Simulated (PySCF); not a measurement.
Ge(F)3(OSiH3) (F3GeH3OSi), SMILES [F][Ge]([F])([F])[O][SiH3].

The structure is a stationary point at r2SCAN-D4/def2-SVP. One conformer was computed; it need not be the lowest.

Computed with TDA-M06-2X/def2-SVPD run with PySCF 2.14.0.

Vertical excitations. Isolated molecule, no solvent.

Task: List the lowest excited states. (An estimate is asked for; the answer gives what the named calculation found.)

Result: 
```
state  energy (eV)  λ (nm)      f                                                                  main pairs
-----  -----------  ------  -----  --------------------------------------------------------------------------
S1            7.40     167  0.001                                                              HOMO→LUMO 82 %
S2            7.67     162  0.001                                                            HOMO−1→LUMO 80 %
S3            8.86     140  0.000                        HOMO→LUMO+1 38 %, HOMO−2→LUMO 22 %, HOMO→LUMO+2 21 %
S4            9.10     136  0.003                    HOMO−1→LUMO+1 39 %, HOMO−3→LUMO 28 %, HOMO−1→LUMO+2 16 %
S5            9.19     135  0.094     HOMO→LUMO+1 38 %, HOMO→LUMO+3 23 %, HOMO→LUMO+2 15 %, HOMO−1→LUMO+4 9 %
S6            9.20     135  0.066    HOMO→LUMO+3 26 %, HOMO−1→LUMO+4 24 %, HOMO→LUMO+2 15 %, HOMO→LUMO+1 14 %
S7            9.34     133  0.164                    HOMO−1→LUMO+1 50 %, HOMO−1→LUMO+2 31 %, HOMO−3→LUMO 11 %
S8            9.78     127  0.009                          HOMO−2→LUMO 45 %, HOMO→LUMO+2 32 %, HOMO→LUMO 10 %
S9            9.79     127  0.073                                                            HOMO→LUMO+4 77 %
S10           9.87     126  0.025    HOMO−3→LUMO 32 %, HOMO−1→LUMO+2 28 %, HOMO→LUMO+4 11 %, HOMO−1→LUMO 10 %
T1            7.04     176      0                                                              HOMO→LUMO 76 %
T2            7.29     170      0                                                            HOMO−1→LUMO 73 %
T3            8.39     148      0       HOMO−2→LUMO 37 %, HOMO→LUMO+2 30 %, HOMO→LUMO+1 12 %, HOMO→LUMO+7 8 %
T4            8.54     145      0  HOMO−3→LUMO 42 %, HOMO−1→LUMO+2 24 %, HOMO−1→LUMO+1 7 %, HOMO−1→LUMO+7 6 %
```
Triplets are in the Tamm–Dancoff approximation.
